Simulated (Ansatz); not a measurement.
Ansatz (a quantum-chemistry and plane-wave program) input:

Ansatz 0.2 input:
```yaml
crystal:
  periodic: [false, false, false]
  atoms:
    - {symbol: Cd, position_ang: [-0.25109247, -0.79782338, -0.38106613]}
    - {symbol: Cl, position_ang: [1.30828566, 1.28674475, -0.42634009]}
    - {symbol: Cl, position_ang: [-0.59931869, 0.96593302, 1.50229152]}
basis:
  gaussian:
    orbitals: def2-SVPD
magnetization: {spin_polarized: true, initial_magnetization: 2}
correlation: {method: ccsd_t, electrons: outside_noble_gas}
output: {forces: true}
```

**Question.** Predict the final energy.

**Answer.** -1086.14544 Eh (CCSD(T)/def2-SVPD). The basis has 88 functions.

The spin state was set by rule; other spins were not relaxed.
